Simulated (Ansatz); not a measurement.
One change: `[F][Zn][CH]1CO1` becomes `F[SiH2]C1CO1`.

Ansatz, PBE0-D4/def2-TZVP geometries, multiplicity 1. Each molecule was computed in one conformer, which needn't be the lowest.

Scalar relativity is left out up to krypton.

| property | `[F][Zn][CH]1CO1` |
| --- | --- |
| LUMO energy (B3LYP/def2-TZVPP) / eV | -1.07 |
| size of the dipole moment (ωB97M-V/def2-TZVPP) / D | 2.79 |
| HOMO–LUMO gap (B3LYP/def2-TZVPP) / eV | 6.45 |
| HOMO energy (PBE/def2-TZVPP) / eV | -6.27 |
| HOMO energy (ωB97M-V/def2-TZVPP) / eV | -10.05 |
| LUMO energy (ωB97M-V/def2-TZVPP) / eV | 0.80 |

Question: What does the change do to each property? (An estimate is asked.)

Answer: The calculation gave: 
```tsv
property	`F[SiH2]C1CO1`	shift
LUMO energy (B3LYP/def2-TZVPP) / eV	-0.29	0.78
size of the dipole moment (ωB97M-V/def2-TZVPP) / D	1.11	-1.68
HOMO–LUMO gap (B3LYP/def2-TZVPP) / eV	7.52	1.07
HOMO energy (PBE/def2-TZVPP) / eV	-6.45	-0.18
HOMO energy (ωB97M-V/def2-TZVPP) / eV	-10.46	-0.41
LUMO energy (ωB97M-V/def2-TZVPP) / eV	1.72	0.92
```

With PBE0 the HOMO falls by 0.35 eV and the LUMO rises by 0.68 eV, so the gap widens by about 1.03 eV. PBE moves the HOMO by -0.18 eV and ωB97M-V by -0.41 eV. Dipoles are sizes alone; their direction can turn.

B3LYP here is the variant with VWN-RPA as its local correlation; programs differ in this.
